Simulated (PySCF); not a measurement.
Run record for `FC(F)(F)[C@@H]1CCS1`: mPW1PW91/6-31G, IEF-PCM chloroform, damping 0.2 at the start, DIIS from the seventh cycle, start guess huckel, full TDDFT, 1 singlet.

Method: TDDFT mPW1PW91/6-31G, vertical, IEF-PCM chloroform (non-equilibrium linear response), core orbitals frozen in the response (PySCF 2.14.0, density-fitted response routines). Geometry: GFN2-xTB. The input is one job of a driver script: a line of settings, then coordinates in Å.

Command:
```bash
OMP_NUM_THREADS=1 python probes_run.py task.json out
```

Input:
```
{"job": {"kind": "uv", "xc": "mPW1PW91", "basis": "6-31G", "solvent": "chloroform", "nstates": 1, "ntriplets": 0, "tda": false, "scf": {"damp": 0.2, "guess": "huckel"}}, "charge": 0, "multiplicity": 1}
F      2.531531     0.004405     1.061354
C      1.633056    -0.129902     0.080374
F      2.099605    -1.096708    -0.734994
F      1.655121     1.002104    -0.631748
C      0.249836    -0.483625     0.593689
C     -0.826346    -0.456450    -0.498334
C     -1.470983     0.863035    -0.067384
S     -0.531784     0.898185     1.510134
H      0.333532    -1.401920     1.176734
H     -1.508237    -1.299041    -0.400719
H     -0.421524    -0.448563    -1.510433
H     -1.203197     1.714649    -0.688279
H     -2.544999     0.834315     0.091877
```

**Question.** What does the run print?

**Answer.** 
```
damping 0.20 in the first 6 cycles
final grid: 118256 points
cycle   1  E = -845.5308193892  dE =  3.968e+00  |g| = 5.546e+00  |ddm| = 9.196e+00
cycle   2  E = -844.3693572296  dE =  1.161e+00  |g| = 4.633e+00  |ddm| = 1.923e+01
cycle   3  E = -837.6282193593  dE =  6.741e+00  |g| = 6.695e+00  |ddm| = 1.983e+01
cycle   4  E = -837.5615037066  dE =  6.672e-02  |g| = 4.973e+00  |ddm| = 2.092e+01
cycle   5  E = -828.3859610891  dE =  9.176e+00  |g| = 7.843e+00  |ddm| = 2.135e+01
cycle   6  E = -821.0764669790  dE =  7.309e+00  |g| = 6.120e+00  |ddm| = 2.640e+01
cycle   7  E = -788.5381087929  dE =  3.254e+01  |g| = 9.955e+00  |ddm| = 3.631e+01
cycle   8  E = -835.8680729110  dE = -4.733e+01  |g| = 5.785e+00  |ddm| = 2.780e+01
cycle   9  E = -852.2705790932  dE = -1.640e+01  |g| = 1.576e+00  |ddm| = 1.840e+01
cycle  10  E = -852.7621295783  dE = -4.916e-01  |g| = 7.291e-01  |ddm| = 2.862e+00
cycle  11  E = -852.8759848799  dE = -1.139e-01  |g| = 3.049e-01  |ddm| = 9.918e-01
cycle  12  E = -852.8967620293  dE = -2.078e-02  |g| = 9.896e-02  |ddm| = 2.648e-01
cycle  13  E = -852.8981313762  dE = -1.369e-03  |g| = 7.265e-02  |ddm| = 7.381e-02
cycle  14  E = -852.8993104252  dE = -1.179e-03  |g| = 3.183e-02  |ddm| = 7.059e-02
cycle  15  E = -852.8995613748  dE = -2.509e-04  |g| = 8.506e-03  |ddm| = 4.030e-02
cycle  16  E = -852.8995774757  dE = -1.610e-05  |g| = 2.372e-03  |ddm| = 1.078e-02
cycle  17  E = -852.8995787115  dE = -1.236e-06  |g| = 5.829e-04  |ddm| = 3.049e-03
cycle  18  E = -852.8995787956  dE = -8.414e-08  |g| = 1.462e-04  |ddm| = 8.267e-04
cycle  19  E = -852.8995787997  dE = -4.054e-09  |g| = 3.885e-05  |ddm| = 1.953e-04
cycle  20  E = -852.8995788000  dE = -3.588e-10  |g| = 1.622e-05  |ddm| = 6.281e-05
converged SCF energy = -852.8995788000

Static polarisability (au): isotropic 61.351, principal 50.316 65.497 68.240

Singlet excitations
state   eV       nm        f      main configurations
  1   5.1927    238.8   0.00007   H->L 1.00
```

H and L stand for HOMO and LUMO; the number after each pair is its weight.

**Question.** How does the lowest singlet excitation compare with the HOMO–LUMO gap?

**Answer.** HOMO -6.90 eV and LUMO 0.14 eV give a gap of 7.04 eV; S1 at 5.19 eV lies 1.85 eV below it.

**Question.** Give S1 in cm⁻¹ and kJ/mol.

**Answer.** 5.1927 eV × 8065.54 = 41882 cm⁻¹; × 96.485 = 501.0 kJ/mol.

In short: SCF converged in 20 cycles with 86 basis and 796 fitting functions; HOMO -6.90 eV, LUMO 0.14 eV; lowest singlet 5.19 eV; mean polarisability 61.4 au.

The species at its GFN2-xTB geometry (one conformer only).

On an Intel Xeon Platinum 8488C with one thread, shared host, this took 10 s wall and 0.65 GiB of memory at its peak.

Shape of the structure used: `[F:1][C:2]([F:3])([F:4])[C@@H:5]1[CH2:6][CH2:7][S:8]1`: F1–C2–C5–C6 172°.
